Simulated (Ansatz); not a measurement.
`N[SiH](Cl)O[SiH3]`, charge 0, multiplicity 1.

(1) Give a relaxed structure at PBE0-D4/def2-TZVP (the Gaussian-basis code of Ansatz). (Estimate.)

Results:

(1) Ansatz gave: 
```xyz
11

N    -1.0518    1.8139    0.8210
Si    0.1575    1.0639   -0.0944
Cl   -0.2467    0.9488   -2.1235
O     0.3214   -0.4617    0.4252
Si    0.5697   -1.9985   -0.1016
H    -1.9361    1.3579    0.9795
H    -1.1489    2.8161    0.8025
H     1.4028    1.8442    0.0217
H     0.8566   -2.8311    1.0909
H    -0.6460   -2.5063   -0.7848
H     1.7216   -2.0471   -1.0366
```
This is one stationary point; other conformers may exist.
